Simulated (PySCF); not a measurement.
Potential energy curve for Cl2 (anion, charge -1), doublet.

- UKS-M06-2X/6-31G* = unrestricted M06-2X/6-31G*, spherical d (PySCF)
- UMP2/3-21G = unrestricted MP2 (frozen core)/3-21G run with PySCF
- UKS-B3LYP = unrestricted B3LYP/def2-TZVP (PySCF)

Energies are in kJ/mol, each relative to the lowest point of its own curve near equilibrium.

| R / Å | UKS-M06-2X/6-31G* | UMP2/3-21G | UKS-B3LYP |
|---|---|---|---|
| 2.09 | 129.2 | 212.5 | 127.9 |
| 2.25 | 52.9 | 92.4 | 55.3 |
| 2.37 | 22.0 | 42.5 | 25.3 |
| 2.51 | 4.5 | 12.2 | 7.2 |
| 2.55 | 2.2 | 7.5 | 4.4 |
| 2.64 | 0.0 | 1.4 | 0.8 |
| 2.71 | 0.6 | 0.0 | 0.0 |
| 2.78 | 2.7 | 0.8 | 0.5 |
| 2.94 | 10.8 | 8.0 | 4.6 |
| 3.05 | 17.8 | 15.3 | 8.8 |
| 3.29 | 33.5 | 41.4 | 18.8 |
| 3.59 | 50.1 | 75.9 | 29.6 |
| 3.95 | 64.2 | 96.5 | 38.4 |
| 4.34 | 74.1 | 107.2 | 43.3 |
| 4.72 | 80.0 | 112.1 | 45.1 |
| 5.31 | 83.7 | 115.4 | 44.8 |
| 5.75 | 84.2 | 116.6 | 43.2 |
| 6.46 | 83.2 | 117.8 | 39.8 |
| 7.19 | 81.5 | 118.5 | 36.2 |
| 7.95 | 79.8 | 119.1 | 32.9 |

At the longest distance, 7.95 Å, UMP2/3-21G lies highest above its minimum (119.1 kJ/mol) and UKS-B3LYP lowest (32.9 kJ/mol).

Where the anion isn't bound against loss of the electron, the finite basis alone holds it. At the longest distance UKS-B3LYP leaves fractional charges on the fragments, a sign of delocalisation error or of the restricted form.
